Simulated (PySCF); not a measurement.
CH5ClGe.
Z-matrix (Å and degrees, PBE0-D3(BJ)/def2-SVP geometry), rows numbered from 1:
```
C 
Ge  1  1.9394
Cl  2  2.1700  1  106.85
H   1  1.0989  2  109.63  3    58.42
H   1  1.1001  2  110.46  3   178.64
H   1  1.0990  2  109.77  3   -61.06
H   2  1.5379  1  112.62  3  -116.66
H   2  1.5382  1  112.66  3   117.06
```

The closed-shell ground state was solved at several levels (PySCF, density fitting, gas phase). Relativistic effects, spin–orbit coupling among them, are left out although an element past zinc is present.

```tsv
level	basis functions	HOMO (eV)	LUMO (eV)	gap (eV)	dipole (D)
HF/pcSseg-2	212	-11.68	2.51	14.19	2.67
wB97X-D/def2-SVPD	125	-10.43	1.45	11.88	2.59
```

Estimate the row for PBE0/pcSseg-1, a basis of 107 functions; the other rows only guide the guess.

HOMO -8.56 eV, LUMO 0.10 eV, gap 8.66 eV, dipole 2.62 D.

Over all these levels, which gives the widest orbital gap and which the narrowest?

HF/pcSseg-2 (Hartree–Fock, all exact exchange) has the widest, 14.19 eV, and PBE0/pcSseg-1 (global hybrid, 25 % exact exchange) the narrowest, 8.66 eV. Functional and basis both differ between the two, so the spread mixes both effects. The HOMO need not be the same orbital at Hartree–Fock and at DFT levels.

How far do the dipole and the HOMO energy spread over the levels?

The dipole runs from 2.59 to 2.67 D (mean 2.63 D) and the HOMO from -11.68 to -8.56 eV.
